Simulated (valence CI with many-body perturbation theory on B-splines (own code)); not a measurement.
**E1 line list for W3+**

Calculated by valence CI with perturbative core correlation (CI+MBPT): three valence electrons over a frozen Dirac-Fock core [Xe] 4f14, a basis of 7 s, 7 p, 8 d, 6 f, 4 g, 1 h functions for each j, with the one-electron correlation potential Σ1 (screened to all orders), the two-electron term Σ2, the three-electron term Σ3, Breit, model QED; selected single and double excitations, second order for the rest, scaled by the run's own slope (own B-spline code, finite nucleus).

Against 62 measured levels this calculation errs by 1221 cm⁻¹ on average and by 2923 at most. These come from a selection out of J. Phys. B 45, 035001 (2012). Levels without a partner in it may be off by more, other configurations by 1,000 to 8,000 cm⁻¹. 7 measured levels below the end of the list, from 46088 cm⁻¹ on, found no clear computed partner, and computed levels of the same name lie up to 1232 cm⁻¹ from them.

Lines 1 to 50 of 551 in falling wavelength, among levels below 25.101 eV, chosen from the strongest by gf and those to the six lowest levels. Wavelengths and rates use the calculated energies, so an error of 1000 cm⁻¹ moves a line at 6783 Å by 6.8 % and its rate by three times that or more. Electric multipoles are in the length gauge, E1 and E2 with the static RPA response of the core. Weak lines are less certain than strong ones. Lines between different terms over intervals too small for the method are left out, as are lines whose strength nearly cancels. Where a level lies close to another of its J and parity, the split of strength between their lines is uncertain. The highest levels of a list are the least certain.

Names give the largest LS component (configuration and term), which can be under half, so a name can repeat, a term be missing and a line seem to break the LS rules; names also repeat where a configuration has a term twice. Letters in brackets count levels of one name in rising energy.

```csv
λ vac (Å),Upper,Lower,A (s⁻¹),S (a.u.)
6783,5d²5f ⁴F°_3/2 [a],5d²6d ⁴F_3/2 [a],3.04e+07,1.87e+01
6743,5d²5f ⁴F°_7/2 [a],5d²6d ⁴D_7/2 [a],8.51e+06,1.03e+01
6647,5d²5f ⁴H°_13/2,5d²6d ⁴H_13/2,8.63e+06,1.75e+01
6551,5d²5f ⁴G°_9/2,5d²6d ⁴F_9/2,1.71e+07,2.37e+01
6456,5d²7p ⁴G°_5/2,5d²6d ⁴F_3/2 [a],2.25e+07,1.80e+01
6422,5d²5f ²G°_9/2 [b],5d²6d ²G_9/2 [a],8.02e+06,1.05e+01
6370,5d²5f ²F°_5/2,5d²6d ²D_3/2 [a],1.81e+07,1.39e+01
6286,5d²7p ⁴F°_5/2 [a],5d²6d ⁴F_5/2 [a],1.17e+07,8.60e+00
6282,5d²5f ⁴I°_13/2,5d²6d ⁴H_11/2,4.59e+07,7.86e+01
6262,5d²5f ⁴G°_11/2,5d²6d ⁴F_9/2,2.81e+07,4.09e+01
6260,5d²5f ⁴I°_15/2,5d²6d ⁴H_13/2,4.67e+07,9.05e+01
6225,5d²5f ⁴G°_7/2,5d²6d ⁴F_5/2 [a],2.85e+07,2.72e+01
6201,5d²5f ⁴H°_11/2,5d²6d ⁴H_11/2,8.73e+06,1.23e+01
6198,5d²7p ²F°_7/2,5d²6d ²G_7/2 [a],8.78e+06,8.25e+00
6187,5d²5f ²G°_7/2 [b],5d²6d ⁴F_5/2 [c],1.41e+07,1.32e+01
6115,5d²5f ⁴I°_11/2,5d²6d ⁴H_9/2,5.09e+07,6.90e+01
6088,5d²5f ²G°_9/2 [b],5d²6d ²F_7/2 [b],2.78e+07,3.10e+01
6077,5d²5f ⁴H°_9/2,5d²6d ⁴H_9/2,8.13e+06,9.00e+00
6039,5d²5f ²G°_9/2 [a],5d²6d ⁴G_9/2,1.04e+07,1.13e+01
6021,5d²5f ⁴H°_13/2,5d²6d ⁴G_11/2,3.87e+07,5.83e+01
5965,5d²5f ²G°_7/2 [a],5d²7s ⁴F_5/2,1.00e+07,8.42e+00
5959,5d²5f ⁴H°_9/2,5d²6d ⁴G_7/2,4.19e+07,4.37e+01
5943,5d²5f ²F°_7/2,5d²6d ²F_5/2 [a],1.03e+07,8.56e+00
5913,5d²5f ⁴H°_11/2,5d²6d ⁴G_9/2,3.62e+07,4.43e+01
5885,5d²5f ²G°_7/2 [a],5d²6d ⁴G_5/2 [b],3.07e+07,2.47e+01
5824,5d²5f ²G°_7/2 [b],5d²6d ²F_5/2 [b],1.30e+07,1.02e+01
5810,5d²5f ⁴F°_7/2 [b],5d²6d ⁴F_7/2 [a],3.11e+07,2.41e+01
5803,5d²5f ⁴F°_7/2 [a],5d²6d ⁴D_5/2,2.96e+07,2.28e+01
5755,5d²5f ²I°_11/2,5d²6d ²H_9/2 [a],5.31e+07,6.00e+01
5751,5d²5f ⁴H°_7/2,5d²6d ⁴G_5/2 [a],4.23e+07,3.17e+01
5748,5d²5f ²H°_11/2,5d²6d ²G_9/2 [a],3.24e+07,3.64e+01
5742,5d²5f ⁴I°_9/2,5d²6d ⁴H_7/2,5.59e+07,5.22e+01
5739,5d²5f ²I°_13/2,5d²6d ²H_11/2 [a],5.79e+07,7.56e+01
5730,5d²5f ²H°_9/2,5d²6d ⁴D_7/2 [a],3.84e+07,3.57e+01
5718,5d²5f ⁴G°_9/2,5d²6d ⁴F_7/2 [a],1.37e+07,1.26e+01
5700,5d²5f ⁴D°_5/2 [a],5d²6d ⁴D_3/2,3.47e+07,1.90e+01
5583,5d²5f ²H°_11/2,5d²7s ⁴F_9/2,9.57e+06,9.86e+00
5581,5d²7p ⁴D°_5/2 [a],5d²6d ⁴F_5/2 [a],2.41e+07,1.24e+01
5569,5d²5f ²G°_9/2 [a],5d²6d ²F_7/2 [a],4.37e+07,3.72e+01
5557,5d²5f ²D°_3/2,5d²6d ²D_3/2 [a],3.64e+07,1.23e+01
5527,5d²7p ⁴G°_5/2,5d²7s ⁴F_5/2,2.42e+07,1.21e+01
5518,5d²5f ²H°_9/2,5d²6d ²H_9/2 [a],1.06e+07,8.77e+00
5505,5d²5f ⁴P°_3/2,5d²6d ⁴P_1/2 [a],2.55e+07,8.40e+00
5493,5d²5f ²D°_5/2,5d²6d ²P_3/2 [a],3.19e+07,1.56e+01
5464,5d²5f ⁴G°_9/2,5d²7s ⁴F_9/2,1.05e+07,8.49e+00
5433,5d²5f ⁴P°_5/2,5d²6d ²F_5/2 [a],1.81e+07,8.60e+00
5396,5d²5f ⁴G°_7/2,5d²6d ⁴G_9/2,1.16e+07,7.19e+00
5351,5d²5f ²F°_7/2,5d²6d ²F_7/2 [b],1.46e+07,8.81e+00
5346,5d²5f ⁴D°_5/2 [b],5d²6d ⁴P_5/2 [a],2.67e+07,1.21e+01
5287,5d²7p ⁴G°_5/2,5d²7s ⁴F_3/2,2.86e+07,1.25e+01
```
